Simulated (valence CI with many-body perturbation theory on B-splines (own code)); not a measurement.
# I39+: electric-dipole lines

Computed by relativistic CI+MBPT: four valence electrons over a frozen Dirac-Fock core [Ne], radial functions for each j: 11 s, 11 p, 10 d, 8 f, 5 g, 2 h, with the one-electron correlation potential Σ1, the two-electron term Σ2, the three-electron term Σ3, Breit, model QED; selected CI, second order for the rest, scaled by the run's own slope (own B-spline code, finite nucleus).

No measured spectrum was set against this ion. As an estimate, large intervals hold to a few tenths of a per cent, small ones and those within an open d or f shell to about a per cent. Among the levels kept, up to 720 cm⁻¹ of a level comes from second order outside the variational space, and about a tenth of that is noise between levels of different J, which matters for small intervals.

Lines 201 to 250 of 555 in falling wavelength, among levels below 632.34 eV, chosen from the strongest by gf and those to the six lowest levels. Wavelengths and rates use the calculated energies. Electric multipoles are in the length gauge, E1 and E2 with the static RPA response of the core. Weak lines are less certain than strong ones. Lines between different terms over intervals too small for the method are left out, as are lines whose strength nearly cancels. Where a level lies close to another of its J and parity, the split of strength between their lines is uncertain. The highest levels of a list are the least certain.

Levels are named by their leading jj configuration (3d3/2^4 stands for four electrons in 3d with j = 3/2), which in mixed levels can hold well under half, so a name can repeat and another be missing. Letters in brackets count levels of one name in rising energy.

| λ vac (Å) | Upper | Lower | A (s⁻¹) | log gf | Branch % |
| --- | --- | --- | --- | --- | --- |
| 68.55 | (3s 3p1/2 3d5/2^2) J=2 [b] | (3s 3p1/2 3p3/2 3d3/2) J=3 [c] | 2.16e+10 | -1.12 | 7.3 |
| 68.55 | (3p1/2 3p3/2^2 3d5/2) J=4 [b] | (3s 3p1/2 3p3/2 3d5/2) J=4 [c] | 8.22e+10 | -0.28 | 24.3 |
| 68.53 | (3s 3p1/2 3d5/2^2) J=1 [b] | (3s 3p1/2 3p3/2 3d5/2) J=2 [c] | 1.60e+11 | -0.47 | 46.8 |
| 68.51 | (3p1/2 3p3/2^2 3d5/2) J=4 [a] | (3s 3p1/2 3p3/2 3d5/2) J=4 [b] | 3.16e+10 | -0.70 | 10.4 |
| 68.43 | (3p1/2 3p3/2^2 3d3/2) J=2 [b] | (3s 3p1/2 3p3/2 3d5/2) J=2 [b] | 3.17e+10 | -0.95 | 7.9 |
| 68.41 | (3s 3p1/2 3p3/2 3d5/2) J=2 [d] | (3s 3p1/2 3p3/2^2) J=1 [a] | 2.62e+10 | -1.04 | 5.8 |
| 68.35 | (3s 3p1/2 3d5/2^2) J=4 [b] | (3s 3p1/2 3p3/2 3d5/2) J=5 | 2.72e+10 | -0.77 | 14.4 |
| 68.33 | (3s 3p3/2^2 3d5/2) J=2 [a] | (3s^2 3p3/2 3d5/2) J=1 | 1.31e+11 | -0.34 | 49.4 |
| 68.31 | (3s 3p1/2 3d3/2 3d5/2) J=1 [a] | (3s 3p1/2 3p3/2 3d3/2) J=1 [a] | 4.36e+10 | -1.04 | 18.8 |
| 68.27 | (3p1/2 3p3/2^2 3d5/2) J=5 | (3s 3p1/2 3p3/2 3d5/2) J=4 [b] | 1.34e+10 | -0.99 | 6.9 |
| 68.22 | (3p1/2 3p3/2^2 3d5/2) J=1 [a] | (3s 3p1/2 3p3/2 3d5/2) J=2 [b] | 1.28e+11 | -0.57 | 46.9 |
| 68.13 | (3p1/2 3p3/2^2 3d3/2) J=2 [a] | (3s 3p1/2 3p3/2 3d3/2) J=2 [c] | 1.14e+11 | -0.40 | 45.2 |
| 68.06 | (3s 3p1/2 3p3/2 3d3/2) J=1 [d] | (3s^2 3p1/2 3d3/2) J=1 | 6.13e+10 | -0.89 | 10.9 |
| 68.04 | (3p1/2 3p3/2^2 3d5/2) J=3 [b] | (3s 3p1/2 3p3/2 3d5/2) J=3 [d] | 1.08e+11 | -0.28 | 27.5 |
| 67.99 | (3s 3p1/2 3d5/2^2) J=1 [b] | (3s 3p1/2 3p3/2 3d5/2) J=1 [c] | 5.67e+10 | -0.93 | 16.6 |
| 67.90 | (3s 3p1/2 3d3/2 3d5/2) J=2 [b] | (3s 3p1/2 3p3/2 3d3/2) J=2 [b] | 4.24e+10 | -0.83 | 26.1 |
| 67.89 | (3s^2 3d3/2 3d5/2) J=4 | (3s^2 3p3/2 3d3/2) J=3 | 2.76e+11 | 0.23 | 59.2 |
| 67.88 | (3s 3p1/2 3p3/2 3d5/2) J=4 [b] | (3s^2 3p1/2 3d5/2) J=3 | 3.81e+10 | -0.63 | 59.9 |
| 67.81 | (3s^2 3p3/2 3d5/2) J=3 | (3s^2 3p3/2^2) J=2 | 2.32e+11 | 0.05 | 94.1 |
| 67.69 | (3p1/2 3p3/2^2 3d3/2) J=1 [c] | (3s 3p1/2 3p3/2 3d3/2) J=1 [d] | 1.21e+11 | -0.60 | 21.7 |
| 67.69 | (3s^2 3d3/2 3d5/2) J=4 | (3s^2 3p3/2 3d5/2) J=4 | 1.55e+10 | -1.02 | 3.3 |
| 67.64 | (3s 3p1/2 3d3/2 3d5/2) J=4 [b] | (3s 3p1/2 3p3/2 3d3/2) J=3 [a] | 2.01e+10 | -0.91 | 18.4 |
| 67.64 | (3p1/2^2 3p3/2 3d5/2) J=2 | (3s 3p1/2^2 3d5/2) J=2 | 6.65e+10 | -0.64 | 37.9 |
| 67.64 | (3p1/2 3p3/2^2 3d5/2) J=2 [c] | (3s 3p1/2 3p3/2 3d5/2) J=2 [d] | 9.21e+10 | -0.50 | 16.2 |
| 67.62 | (3s 3p1/2 3d3/2 3d5/2) J=2 [b] | (3s 3p1/2 3p3/2 3d3/2) J=3 [a] | 6.19e+10 | -0.67 | 38.1 |
| 67.58 | (3p1/2 3p3/2^2 3d3/2) J=3 [b] | (3s 3p1/2 3p3/2 3d5/2) J=3 [b] | 5.49e+10 | -0.58 | 12.2 |
| 67.54 | (3s 3p1/2 3d5/2^2) J=3 [b] | (3s 3p1/2 3p3/2 3d3/2) J=2 [e] | 6.19e+10 | -0.53 | 13.9 |
| 67.51 | (3s 3p1/2 3d3/2 3d5/2) J=3 [b] | (3s 3p1/2 3p3/2 3d3/2) J=3 [a] | 5.68e+10 | -0.57 | 32.8 |
| 67.32 | (3s 3p1/2 3p3/2 3d5/2) J=3 [b] | (3s^2 3p1/2 3d5/2) J=3 | 4.34e+10 | -0.69 | 17.4 |
| 67.28 | (3p1/2 3p3/2^2 3d5/2) J=1 [b] | (3s 3p1/2 3p3/2 3d5/2) J=2 [d] | 1.68e+11 | -0.47 | 30.0 |
| 67.21 | (3s 3p3/2^2 3d5/2) J=1 [a] | (3s^2 3p3/2 3d3/2) J=0 | 4.93e+10 | -1.00 | 12.2 |
| 67.21 | (3s 3p1/2 3d5/2^2) J=4 [a] | (3s 3p1/2 3p3/2 3d3/2) J=4 | 4.05e+10 | -0.61 | 18.4 |
| 67.20 | (3s 3p1/2 3p3/2^2) J=0 | (3s^2 3p1/2 3p3/2) J=1 | 7.15e+10 | -1.32 | 100.0 |
| 67.13 | (3s 3p3/2^2 3d5/2) J=1 [b] | (3s 3p3/2^3) J=2 | 1.02e+11 | -0.69 | 16.7 |
| 67.05 | (3p1/2 3p3/2^2 3d5/2) J=2 [a] | (3s 3p1/2 3p3/2 3d5/2) J=3 [c] | 8.29e+10 | -0.55 | 31.4 |
| 67.01 | (3s 3p1/2 3d5/2^2) J=3 [b] | (3s 3p1/2 3p3/2 3d5/2) J=3 [c] | 3.73e+10 | -0.75 | 8.4 |
| 66.98 | (3p1/2 3p3/2^3) J=1 | (3s 3p1/2 3p3/2^2) J=1 [b] | 2.11e+11 | -0.37 | 36.1 |
| 66.95 | (3s 3p1/2 3d3/2 3d5/2) J=3 [c] | (3s 3p1/2 3p3/2 3d3/2) J=4 | 1.87e+10 | -1.06 | 5.0 |
| 66.94 | (3s 3p1/2 3d5/2^2) J=0 | (3s 3p1/2 3p3/2 3d5/2) J=1 [b] | 2.57e+11 | -0.76 | 68.0 |
| 66.89 | (3s^2 3p3/2 3d5/2) J=1 | (3s^2 3p3/2^2) J=2 | 1.08e+11 | -0.66 | 62.7 |
| 66.87 | (3p1/2 3p3/2^3) J=2 | (3s 3p1/2 3p3/2^2) J=2 [b] | 2.24e+11 | -0.13 | 62.9 |
| 66.86 | (3s 3p1/2 3d3/2 3d5/2) J=4 [c] | (3s 3p1/2 3p3/2 3d5/2) J=4 [a] | 2.52e+10 | -0.82 | 12.5 |
| 66.82 | (3s 3p1/2^2 3p3/2) J=1 | (3s^2 3p1/2^2) J=0 | 7.31e+10 | -0.83 | 81.9 |
| 66.81 | (3s 3p1/2 3p3/2 3d5/2) J=3 [d] | (3s 3p1/2 3p3/2^2) J=3 | 1.16e+11 | -0.27 | 36.9 |
| 66.80 | (3p1/2 3p3/2^2 3d3/2) J=0 [b] | (3s 3p1/2 3p3/2 3d3/2) J=1 [c] | 3.43e+11 | -0.64 | 65.8 |
| 66.78 | (3p1/2 3p3/2^2 3d5/2) J=0 | (3s 3p1/2 3p3/2 3d5/2) J=1 [a] | 1.07e+11 | -1.15 | 60.3 |
| 66.77 | (3s 3p1/2 3p3/2 3d5/2) J=2 [c] | (3s 3p1/2 3p3/2^2) J=3 | 2.14e+10 | -1.15 | 9.0 |
| 66.74 | (3s 3p1/2 3d5/2^2) J=2 [a] | (3s 3p1/2 3p3/2 3d3/2) J=2 [c] | 2.25e+10 | -1.13 | 9.8 |
| 66.72 | (3s 3p1/2 3p3/2 3d5/2) J=1 [c] | (3s^2 3p1/2 3d5/2) J=2 | 6.82e+10 | -0.86 | 31.6 |
| 66.70 | (3p1/2 3p3/2^2 3d3/2) J=2 [b] | (3s 3p1/2 3p3/2 3d3/2) J=1 [c] | 7.11e+10 | -0.63 | 17.7 |

**Question.** How does gf follow from A for the line at 66.77 Å?

**Answer.** gf = 1.4992 × (2J+1)_upper × A / σ², with σ = 1497730 cm⁻¹ and 2J+1 = 5: gf = 0.0715.
